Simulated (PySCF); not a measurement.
# [Ta(OH)3(NH2)2] (charge 0, multiplicity 1)

Level of theory: PBE-D3(BJ)/def2-TZVP // BP86-D3(BJ)/def2-SVP run with PySCF 2.14.0.

* **HOMO**: -5.46 eV
* **dipole moment**: 0.362 e·Å
* **HOMO–LUMO gap**: 3.91 eV
* **LUMO**: -1.55 eV
* **charge on the central atom (Mulliken)**: 1.26 e
* **total energy**: -396.4743 Ha
* **cost**: around 4 core-minutes (rough)

```xyz
13

Ta     0.5222     0.1449    -0.4133
O     -0.8701    -0.2002    -1.6971
H     -1.7530    -0.2694    -2.0870
O      1.7781     0.5480     0.9902
H      1.6913     0.9530     1.8695
O     -0.8120     0.9550     0.8043
H     -1.7386     1.0243     0.5143
N      0.9823    -1.8093    -0.3253
H      0.6169    -2.5240    -0.9620
H      1.7225    -2.1967     0.2682
N      1.5444     1.2573    -1.7366
H      2.4385     1.7134    -1.5290
H      1.3235     1.3306    -2.7344
```
